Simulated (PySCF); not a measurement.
2-methylbut-2-ene (C5H10), SMILES CC(C)=CC.

The structure is a stationary point at B3LYP-D3(BJ)/def2-SVP.

All values below come from PySCF with B3LYP-D3(BJ)/def2-SVP.

Harmonic, unscaled wavenumbers; measured fundamentals usually lie a few per cent lower.

Computed normal modes with their intensities:
```csv
mode,ν (cm⁻¹),IR (km/mol),Raman (Å⁴/amu),depolarisation,moving atoms (share of kinetic energy)
1,122,0.9,0.2,0.75,H 97 %
2,150,0.0,0.0,–,H 98 %
3,184,1.7,0.1,0.75,"H 80 %, C 20 %"
4,266,1.3,0.3,0.75,"H 54 %, C 46 %"
5,297,0.2,0.4,0.35,"C 67 %, H 33 %"
6,387,0.4,1.4,0.54,"C 59 %, H 41 %"
7,456,2.8,3.8,0.75,"C 58 %, H 42 %"
8,528,2.0,2.3,0.34,"C 69 %, H 31 %"
9,780,1.6,6.8,0.09,"C 69 %, H 31 %"
10,827,9.5,7.0,0.75,"H 88 %, C 12 %"
11,955,1.2,2.7,0.74,"H 67 %, C 33 %"
12,965,3.5,2.7,0.73,"H 63 %, C 37 %"
13,1004,2.0,0.1,0.75,"H 79 %, C 21 %"
14,1050,0.7,0.7,0.75,"H 63 %, C 37 %"
15,1064,7.1,2.9,0.34,"H 57 %, C 43 %"
16,1091,0.3,1.0,0.75,"H 56 %, C 44 %"
17,1130,10.7,4.6,0.69,"C 58 %, H 42 %"
18,1237,4.9,1.6,0.63,"C 61 %, H 39 %"
19,1351,2.9,13.1,0.57,"H 79 %, C 21 %"
20,1395,2.2,1.2,0.72,"H 75 %, C 25 %"
21,1403,0.1,37.2,0.40,"H 80 %, C 20 %"
22,1406,5.0,18.1,0.72,"H 59 %, C 41 %"
23,1444,0.6,23.6,0.75,H 96 %
24,1451,1.7,11.0,0.60,H 96 %
25,1455,3.1,18.7,0.75,H 96 %
26,1463,16.2,1.2,0.75,H 97 %
27,1467,7.5,44.4,0.66,H 94 %
28,1469,3.9,19.4,0.68,H 93 %
29,1756,1.3,41.3,0.17,C 93 %
30,3006,26.1,99.2,0.08,H 97 %
31,3013,67.5,9.3,0.75,H 97 %
32,3015,9.8,485.7,0.04,H 96 %
33,3063,16.4,52.0,0.75,"H 91 %, C 9 %"
34,3067,18.1,143.2,0.75,"H 91 %, C 9 %"
35,3068,30.2,149.7,0.75,"H 91 %, C 9 %"
36,3116,6.4,25.7,0.08,"H 91 %, C 9 %"
37,3120,10.1,156.0,0.63,"H 91 %, C 9 %"
38,3132,32.4,32.1,0.09,"H 91 %, C 9 %"
39,3142,30.7,57.5,0.74,"H 91 %, C 9 %"
```
